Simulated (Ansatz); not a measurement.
A structure relaxed at PBE0-D4/def2-TZVP, charge 0, multiplicity 2:

```xyz
5

S     1.610    0.333    0.689
In    0.014   -0.722   -0.811
S    -2.305   -0.062   -0.526
H     2.662   -0.320    0.168
H    -1.980    0.771    0.480
```

(1) Give its formula and SMILES.

(2) Point group (tolerance 0.08 Å, 0.16 Å for H)?

(3) Summarise the bond lengths by kind.

Results:

(1) H2InS2, `[SH][In][SH]`.

(2) Cs.

(3) 2 × In–S 2.428 to 2.431 Å; 2 × H–S 1.343 to 1.346 Å.

Program: Ansatz 0.2.0.
